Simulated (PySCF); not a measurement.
CH₄ClFOSi, SMILES OC[Si@@H](F)Cl.

Geometry: PBE-D3(BJ)/def2-SVP. The structure was generated by enumeration; whether it is a known compound was not checked. Other conformers were not sampled.

Computed with PySCF with CAM-B3LYP/def2-TZVP.

The molecule is in vacuum.

| Quantity | Result |
|---|---|
| total energy | -965.45108 hartree |
| highest occupied level | -9.45 eV |
| lowest empty level | 0.82 eV |
| orbital gap | 10.27 eV |
| dipole moment | 2.22 D |
| quadrupole, principal values (traceless, Buckingham form, about the centre of nuclear charge) | -10.23, 1.97, 8.26 D·Å |
| mean static polarisability | 51.4 bohr³ (7.62 Å³) |
| polarisability, principal values | 47.0, 48.8, 58.5 bohr³ |
